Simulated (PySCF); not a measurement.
## How methods differ on the excitation energy of P

P [Ne] 3s2 3p3 (4S) → P [Ne] 3s1 3p4 (4P), as a difference of total energies. Calculation: PySCF 2.14, in aug-cc-pwCVDZ (6s5p3d, 36 functions); the non-relativistic Hamiltonian (point nucleus). Correlated levels: nothing frozen. The calculations carry no spin-orbit coupling.

```tsv
method	excitation energy (cm⁻¹)	error (cm⁻¹)
UHF	64214	+4571
MP2 (all electrons)	65403	+5761
SCS-MP2 (all electrons)	65234	+5591
CCSD (all electrons)	61729	+2086
CCSD(T) (all electrons)	60634	+991
```

Reference: 59643 cm⁻¹ (measured; NIST levels, between the centres of gravity of the two terms).

Errors of the correlated levels include the incompleteness of this basis.

The coupled-cluster amplitudes are large for the upper state (T1 above 0.03 or a double amplitude above 0.15), so a single reference is strained.
